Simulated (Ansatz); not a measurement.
`FB1N[SiH2]1` + HCl → `ClB1N[SiH2]1` + H–F at 600 K and 1 bar (ligand exchange at a B–F bond).

Program: Ansatz. Geometries: PBE0-D4/def2-TZVP. ΔE: electronic, gas phase. CCSD(T)/CBS is the MP2 limit (def2-TZVPP, def2-QZVPP) plus CCSD(T) − MP2 in def2-TZVPP, frozen cores. This one scheme is used for every species.

```csv
species,CCSD(T)/CBS energy (Eh),H − E (kJ/mol),S (J/(mol·K))
`FB1N[SiH2]1`,-470.22728,146.3,353.6
HCl,-460.38127,35.4,207.2
`ClB1N[SiH2]1`,-830.20065,144.4,367.8
H–F,-100.39570,42.3,194.0
```

H − E and S are ideal-gas, rigid-rotor, harmonic terms from PBE0-D4/def2-TZVP. 1 Eh = 2625.50 kJ/mol, R = 8.31446 J/(mol·K).

Q: By hand: ΔE, ΔH, ΔS and ΔG.

A: ΔE = (-830.20065) + (-100.39570) − (-470.22728) − (-460.38127) = 0.01220 Eh = 32.0 kJ/mol. Δ(H − E) = 144.4 + 42.3 − 146.3 − 35.4 = 5.0, so ΔH = 37.0 kJ/mol. ΔS = 367.8 + 194.0 − 353.6 − 207.2 = 1.0 J/(mol·K). ΔG = 37.0 − 600 × (1.0)/1000 = 36.4 kJ/mol.

Q: By hand: the equilibrium constant, and the temperature at which ΔG would vanish if ΔH and ΔS stayed fixed.

A: log₁₀ K = −ΔG/(RT ln 10) = -3.2. ΔG = 0 at ΔH/ΔS = 37000 K, far beyond where these terms or the molecules hold.

The number of gas molecules stays the same, so ΔS is small and ΔH decides. A doubt of 5 kJ/mol in ΔE shifts log₁₀ K by 0.4 here. These are equilibria of isolated gas molecules and say nothing of rates. Largest T1 diagnostic: 0.014 (customary marks: 0.02 for closed shells, 0.045 for open ones).
